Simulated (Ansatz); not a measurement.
The cluster Na₂Se. Charge 0, multiplicity 3. Geometry PBE-D4/def2-TZVP; atoms count from 1.

```xyz
3

Na    1.028    0.596    1.379
Na   -1.041    0.906   -1.188
Se    0.013   -1.502   -0.192
```

At PBE0-D4/def2-TZVP a singlet of charge 0 lies 1.29 eV below the triplet, each at its own geometry. The structure comes from a short search, and lower isomers may exist.

Question: Estimate the Mulliken populations from the PBE0/def2-TZVP orbitals of Ansatz.

Answer: 
```tsv
atom	charge (e)	spin (α − β)
Na1	0.27	0.47
Na2	0.27	0.47
Se3	-0.54	1.06
```
Mulliken values and Mayer orders depend strongly on the basis.

Question: Where does the spin sit?

Answer: Summed by element: Na 0.94, Se 1.06, of 2 unpaired in all. Largest on single atoms: Se3 1.06, Na1 0.47, Na2 0.47.

Question: And the Mayer bond orders between bonded heavy atoms (over 0.3)?

Answer: Na1–Na2 0.48 (3.31 Å); Na1–Se3 0.40 (2.81 Å); Na2–Se3 0.40 (2.81 Å).
